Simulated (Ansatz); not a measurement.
Program: Ansatz. Geometries: PBE0-D4/def2-TZVP. ΔE: electronic, gas phase. CBS: MP2 limit from def2 TZ/QZ plus the TZ coupled-cluster correction, frozen cores. This one scheme is used for every species. One conformer a species, not always the lowest.

Reaction (hydrogenolysis of the Si–C bond): `N[SiH](C=O)CCl` + H₂ → `N[SiH2]C=O` + `CCl`

| level | ΔE (kcal/mol) |
| --- | --- |
| CCSD(T)/def2-TZVPP | -4.7 |
| HF/def2-QZVPP | -12.0 |
| MP2/def2-QZVPP | -3.0 |
| MP2/CBS(def2) | -2.7 |

(1) What does CCSD(T)/CBS give? (An estimate is asked.)

Largest T1 diagnostic among the species: 0.014.

Answers

(1) The calculation gave: -4.2 kcal/mol. The listed levels differ from it by -0.5, -7.8, 1.2, 1.5 kcal/mol.

In def2-TZVPP, CCSD(T) changes the Hartree–Fock value by +7.2 kcal/mol (the triples alone add +1.4 kcal/mol) and MP2 by +8.6 kcal/mol. From PBE to PBE0 (25 % exact exchange), in def2-TZVPP and without D4, ΔE moves by −0.8 kcal/mol. The D4 term adds +3.4 kcal/mol with B3LYP and +1.9 kcal/mol with PBE0; it sums over pairs of atoms, weighted by their polarisabilities, and B3LYP, whose exchange is more repulsive, gets the larger term.

B3LYP here is the variant with VWN-RPA as its local correlation; programs differ in this.
